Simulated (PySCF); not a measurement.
CH2AlNS.
Structure used (PBE0-D3(BJ)/def2-SVP), in Å, numbered top down from 1:
```xyz
6
CH2AlNS angstrom
Al     0.6585    1.1422    0.0015
H      2.2334    1.0576    0.0447
H     -0.1908    2.4710   -0.0413
N     -0.2435   -0.4077   -0.0128
C     -0.8382   -1.4477   -0.0024
S     -1.6194   -2.8155    0.0103
```

Method: PySCF 2.14.0, density-fitted response routines, TDDFT CAM-B3LYP/def2-SVPD, vertical, gas phase, core orbitals frozen in the response.

Broadening: Gaussians 0.4 eV wide at half height, area fixed by f = 4.319×10⁻⁹ ∫ε dν̃. The cross-section is σ = 3.8235×10⁻²¹ ε cm², given in Mb (10⁻¹⁸ cm²). The width is an assumption, not a result. The curve ends short of the highest state used, and states not computed would add to its high-energy end.

E (eV), σ (Mb) and a bar:
```
     3.62       0.00 
     3.73       0.00 
     3.84       0.00 
     3.95       0.00 
     4.06       0.00 
     4.17       0.02 
     4.28       0.16 
     4.38       0.81 
     4.49       3.24 #
     4.60       8.50 ##
     4.71      14.64 ####
     4.82      16.59 ####
     4.93      12.35 ###
     5.04       6.05 #
     5.15       1.95 
     5.25       0.48 
     5.36       0.07 
     5.47       0.02 
     5.58       0.13 
     5.69       1.13 
     5.80       6.67 ##
     5.91      25.88 ######
     6.02      66.09 ################
     6.12     107.81 ##########################
     6.23     124.17 ##############################
     6.34      95.11 #######################
     6.45      49.88 ############
     6.56      19.72 #####
     6.67       7.35 ##
     6.78       3.08 #
     6.89       1.25 
     7.00       0.54 
     7.10       1.27 
     7.21       7.47 ##
     7.32      31.68 ########
     7.43      89.53 ######################
```

Question: Where are the band maxima, and which computed states make them?

Answer: 258 nm (4.80 eV), ε about 4400, made up of S2 (100%); 200 nm (6.21 eV), ε about 33000, made up of S5 (99%) (ε in L mol⁻¹ cm⁻¹; maxima over ε = 5, shares over 10%). At its high-energy end, 7.43 eV, the curve is still rising (ε about 23000, from S10 and S11). The states used: S1 4.22 eV (f 0.0000); S2 4.80 eV (f 0.065); S3 5.32 eV (f 0.0000); S4 5.73 eV (f 0.0000); S5 6.21 eV (f 0.482); S6 6.52 eV (f 0.013); S7 6.56 eV (f 0.0007); S8 6.68 eV (f 0.0070); S9 7.58 eV (f 0.0061); S10 7.60 eV (f 0.084); S11 7.66 eV (f 0.709); S12 7.71 eV (f 0.0019); S13 7.76 eV (f 0.012); S14 7.82 eV (f 0.0039); S15 8.03 eV (f 0.167).

Question: What would ε be at 6.21 eV, the highest of these maxima, with half the width (0.2 eV)?

Answer: About 64900 L mol⁻¹ cm⁻¹ against 32600, a factor of about 1.99; a lone state at its own centre would give exactly 2.

Question: On this curve, what absorbance would a 10⁻⁵ mol/L sample give at 280 nm over a 1 cm path?

Answer: 280 nm is 4.428 eV, where ε is about 410 L mol⁻¹ cm⁻¹, so A = ε c l ≈ 0.0041 (Beer–Lambert, with the gas-phase spectrum and the assumed width).

Question: Coming from long wavelengths, where does ε first pass 100 L mol⁻¹ cm⁻¹?

Answer: At about 286 nm (4.33 eV), 0.11 eV above S1.
